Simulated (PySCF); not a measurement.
## What binds LiBr: the parts of the energy along the bond

State: ¹Σ⁺, singlet, closed shell. RHF-based CCSD(T) in PySCF 2.14 with Li cc-pVTZ, Br cc-pVTZ-PP with ECP10 and Li cc-pVQZ, Br cc-pVQZ-PP with ECP10 (frozen core orbitals: 10; scalar-relativistic core potentials). Correlation energies are extrapolated as n⁻³ (n = 3, 4), Hartree–Fock as (n+1)·exp(−9√n). CV is the change on freezing 4 orbitals instead, in Li cc-pCVTZ, Br cc-pwCVTZ-PP with ECP10. All energies in eV from Li + Br.

```json
{"R (Å)": "1.9219", "HF/CBS": "-2.883", "CCSD corr.": "-1.116", "(T)": "-0.0806", "CV": "-0.0797", "total": "-4.159"}
{"R (Å)": "2.0093", "HF/CBS": "-3.109", "CCSD corr.": "-1.114", "(T)": "-0.0825", "CV": "-0.0628", "total": "-4.368"}
{"R (Å)": "2.0966", "HF/CBS": "-3.225", "CCSD corr.": "-1.113", "(T)": "-0.0844", "CV": "-0.0490", "total": "-4.472"}
{"R (Å)": "2.1840", "HF/CBS": "-3.262", "CCSD corr.": "-1.113", "(T)": "-0.0864", "CV": "-0.0376", "total": "-4.498"}
{"R (Å)": "2.2714", "HF/CBS": "-3.240", "CCSD corr.": "-1.113", "(T)": "-0.0883", "CV": "-0.0281", "total": "-4.469"}
{"R (Å)": "2.3806", "HF/CBS": "-3.155", "CCSD corr.": "-1.113", "(T)": "-0.0907", "CV": "-0.0185", "total": "-4.377"}
{"R (Å)": "2.4898", "HF/CBS": "-3.028", "CCSD corr.": "-1.114", "(T)": "-0.0929", "CV": "-0.0108", "total": "-4.245"}
```

A fit to the total gives Re = 2.1770 Å, De = 4.499 eV, ωe = 561.1 cm⁻¹, Be = 0.5520 cm⁻¹ (masses 7.0160 and 78.9183 u).

**Question.** At R = 2.1840 Å the CCSD correlation energy is -0.186648 hartree in the smaller basis and -0.206004 in the larger. Extrapolate it.

**Answer.** (4³·E4 − 3³·E3)/(4³ − 3³) = -0.22013 hartree; the larger basis holds 93.6 % of it.

The T1 diagnostic is 0.006. The open-shell atoms are computed with UHF. Spin–orbit coupling, excitations beyond (T) and corrections to the Born–Oppenheimer picture are left out.
